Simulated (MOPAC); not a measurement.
Input for MOPAC: AM1 on FIPb (SMILES [F][Pb][I]), a point of a bond scan (R = 6.517 Å).

```
AM1 1SCF PRECISE CHARGE=0 THREADS=1
FIPb

Pb     0.54632348 1    -0.46465695 1     0.74031944 1
F      1.67669223 1    -1.49135570 1    -0.64500339 1
I     -3.30916652 1     2.84000428 1    -3.34491862 1
```

Program output:

```
*******************************************************************************
 **                                                                           **
 **                              MOPAC v23.2.5                                **
 **                                                                           **
 *******************************************************************************
 ** MOPAC's Digital Object Identifier: https://doi.org/10.5281/zenodo.6511958 **
 **                                                                           **
 ** Please cite the open-source release paper for use of this MOPAC version:  **
 ** J. E. Moussa and J. J. P. Stewart (2026)                                  **
 ** MOPAC: An open-source semiempirical molecular orbital program             **
 ** J. Open Source Softw., 11(119), 8025, https://doi.org/10.21105/joss.08025 **
 *******************************************************************************

                              AM1 CALCULATION RESULTS

 *******************************************************************************
 *  AM1        - The AM1 Hamiltonian to be used
 *
 *
 *
 *                 CHARGE ON SYSTEM = 0
 *
 *
 *
 *  PRECISE    - TIGHTER CRITERIA TO BE USED
 *  1SCF       - DO 1 SCF AND THEN STOP
 *  THREADS=1  - MULTI-THREADING NOT USED
 *  T=         - A TIME OF 172800.0 SECONDS REQUESTED
 *  DUMP=N     - RESTART FILE WRITTEN EVERY 7200.0 SECONDS REQUESTED
 *******************************************************************************
AM1 1SCF PRECISE CHARGE=0 THREADS=1
 FIPb

   ATOM   CHEMICAL          X               Y               Z
  NUMBER   SYMBOL      (ANGSTROMS)     (ANGSTROMS)     (ANGSTROMS)

     1      Pb          0.54632348  *  -0.46465695  *   0.74031944  *
     2       F          1.67669223  *  -1.49135570  *  -0.64500339  *
     3       I         -3.30916652  *   2.84000428  *  -3.34491862  *



          CARTESIAN COORDINATES

    NO.       ATOM           X           Y           Z

     1        Pb          0.5463     -0.4647      0.7403
     2         F          1.6767     -1.4914     -0.6450
     3         I         -3.3092      2.8400     -3.3449

  F: (AM1): M.J.S. DEWAR AND E. G. ZOEBISCH, THEOCHEM, 180, 1 (1988).
  I: (AM1): M.J.S. DEWAR AND E. G. ZOEBISCH, THEOCHEM, 180, 1 (1988).
 Pb: (AM1): J. J. P. STEWART, J. MOL. MOD., 10, 155-164 (2004)

           Empirical Formula: Pb F I  =     3 atoms



      MOLECULAR POINT GROUP   :   Cs


      RHF CALCULATION, NO. OF DOUBLY OCCUPIED LEVELS = 9



 ALL CONVERGERS ARE NOW FORCED ON
 SHIFT=10, PULAY ON, CAMP-KING ON
 AND ITERATION COUNTER RESET



 -------------------------------------------------------------------------------
 AM1 1SCF PRECISE CHARGE=0 THREADS=1
 FIPb



     1SCF WAS SPECIFIED, SO BFGS WAS NOT USED
     SCF FIELD WAS ACHIEVED


                              AM1 CALCULATION
                                                       MOPAC v23.2.5 Linux




          FINAL HEAT OF FORMATION =         64.70395 KCAL/MOL =     270.72134 KJ/MOL


          COSMO AREA              =        149.68 SQUARE ANGSTROMS
          COSMO VOLUME            =        120.98 CUBIC ANGSTROMS

          IONIZATION POTENTIAL    =          5.858264 EV
          HOMO LUMO ENERGIES (EV) =         -5.858 -3.493
          NO. OF FILLED LEVELS    =          9
          MOLECULAR WEIGHT        =        353.1029         POINT GROUP:  Cs

          MOLECULAR DIMENSIONS (Angstroms)

            Atom       Atom       Distance
            I     3    F     2     7.13505
            F     2   Pb     1     1.86031
           Pb     1    I     3     0.00000


          SCF CALCULATIONS        =          1





   ATOM   CHEMICAL          X               Y               Z
  NUMBER   SYMBOL      (ANGSTROMS)     (ANGSTROMS)     (ANGSTROMS)

     1      Pb          0.54632348  *  -0.46465695  *   0.74031944  *
     2       F          1.67669223  *  -1.49135570  *  -0.64500339  *
     3       I         -3.30916652  *   2.84000428  *  -3.34491862  *

                             CARTESIAN COORDINATES

   1   Pb        0.546323480    -0.464656950     0.740319440
   2    F        1.676692230    -1.491355700    -0.645003390
   3    I       -3.309166520     2.840004280    -3.344918620


           Empirical Formula: Pb F I  =     3 atoms



      MOLECULAR POINT GROUP   :   Cs


                  EIGENVALUES
 -45.43503 -24.91221 -19.58182 -13.51385 -13.32583 -12.83760  -7.34706  -7.34588
  -5.85826  -3.49338  -3.11965  -1.13475


              NET ATOMIC CHARGES AND DIPOLE CONTRIBUTIONS

  ATOM NO.   TYPE          CHARGE      No. of ELECS.   s-Pop       p-Pop
    1         Pb           1.026192        2.9738     1.95547     1.01834
    2          F          -0.556686        7.5567     1.89520     5.66148
    3          I          -0.469506        7.4695     1.99997     5.46953
 DIPOLE           X         Y         Z       TOTAL
 POINT-CHG.     5.672    -4.707    12.917    14.872
 HYBRID         0.885    -0.807    -1.244     1.727
 SUM            6.557    -5.515    11.672    14.479


          ATOMIC ORBITAL ELECTRON POPULATIONS

     Atom    s        px        py        pz
    1 Pb   1.95547   0.30184   0.26510   0.45140
    2  F   1.89520   1.87796   1.86904   1.91448
    3  I   1.99997   1.78529   1.84157   1.84267

 **********************
 *                    *
 * JOB ENDED NORMALLY *
 *                    *
 **********************




 == MOPAC DONE ==
```

The run finished.

Cost: very roughly 0.14 core-seconds.
